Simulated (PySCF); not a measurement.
F2H5NSi2, SMILES N[SiH2][SiH](F)F. Atoms are numbered in the order given.

```xyz
10

Si     1.0059     0.4042     0.0000
F      1.4073    -0.4977     1.3122
F      1.4073    -0.4977    -1.3122
Si    -1.3432     0.6159     0.0000
N     -2.1413    -0.9454     0.0000
H      1.9067     1.6079     0.0000
H     -1.7658     1.3690    -1.2323
H     -1.7658     1.3690     1.2323
H     -1.9984    -1.5253     0.8334
H     -1.9984    -1.5253    -0.8334
```

Coordinates come from a PBE-D3(BJ)/def2-SVP optimisation. The structure was generated by enumeration, and PubChem lists no compound with its InChIKey, so it may never have been made. The values are those of a single conformer.

Two levels are set side by side: PBE/pcSseg-1 (PySCF) and HF/pcSseg-1 (PySCF). GIAO shifts against CFCl3 (¹⁹F), NH3 (¹⁵N), TMS (²⁹Si), TMS (¹H) at the same level; non-relativistic, no solvent, atoms listed together averaged. Differences are taken from unrounded values.

```json
[
 {"quantity": "δ(²⁹Si) of Si1 (ppm)", "PBE": "15.5"},
 {"quantity": "δ(¹⁹F) of F2, F3 (ppm)", "PBE": "-177.0"},
 {"quantity": "δ(²⁹Si) of Si4 (ppm)", "PBE": "-52.5"},
 {"quantity": "δ(¹⁵N) of N5 (ppm)", "PBE": "0.0"},
 {"quantity": "δ(¹H) of H6 (ppm)", "PBE": "6.20"},
 {"quantity": "δ(¹H) of H7, H8 (ppm)", "PBE": "5.28"},
 {"quantity": "δ(¹H) of H9, H10 (ppm)", "PBE": "0.18"}
]
```

These are the PBE values. What does HF give? (The exact figures need the calculation; the answer reports its results.)


```json
[
 {"quantity": "δ(²⁹Si) of Si1 (ppm)", "HF": "-0.8", "PBE minus HF": "16.3"},
 {"quantity": "δ(¹⁹F) of F2, F3 (ppm)", "HF": "-132.2", "PBE minus HF": "-44.8"},
 {"quantity": "δ(²⁹Si) of Si4 (ppm)", "HF": "-49.3", "PBE minus HF": "-3.2"},
 {"quantity": "δ(¹⁵N) of N5 (ppm)", "HF": "-9.7", "PBE minus HF": "9.7"},
 {"quantity": "δ(¹H) of H6 (ppm)", "HF": "5.21", "PBE minus HF": "0.99"},
 {"quantity": "δ(¹H) of H7, H8 (ppm)", "HF": "4.72", "PBE minus HF": "0.56"},
 {"quantity": "δ(¹H) of H9, H10 (ppm)", "HF": "0.63", "PBE minus HF": "-0.45"}
]
```

Rough cost on one machine, each run with all the roots and properties that it gave: HF against PBE within a factor of 2.
